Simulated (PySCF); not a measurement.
B3LYP has the VWN-RPA correlation part, as in Gaussian. Delta-SCF ions had no search for a lower state. Excitations are Tamm–Dancoff values on a coarser integration grid. The basis has no diffuse functions, so Rydberg states are missing or too high.

Cartesian coordinates (Å):
```xyz
10

C      2.0863     0.1610    -0.6200
B      0.7288    -0.1003    -0.4964
N     -0.6036    -0.3473    -0.3609
C     -1.4491     0.0704     0.7567
H      2.4623     1.0509    -1.1095
H      2.8443    -0.5119    -0.2387
H     -1.0902    -0.8650    -1.0784
H     -2.2544     0.7235     0.4141
H     -1.8884    -0.7943     1.2584
H     -0.8405     0.6162     1.4741
```
Charge 0, spin multiplicity 1.

Problem. Give the HOMO–LUMO gap, S1 excitation (TDA), LUMO, total energy and vertical ionisation energy (Delta-SCF) at the level B3LYP-D3(BJ)/def2-TZVP run with PySCF.

Solution. 
* **HOMO–LUMO gap**: 5.90 eV
* **S1 excitation (TDA)**: 4.82 eV
* **LUMO**: 0.23 eV
* **total energy**: -159.4902 Ha
* **vertical ionisation energy (Delta-SCF)**: 8.15 eV
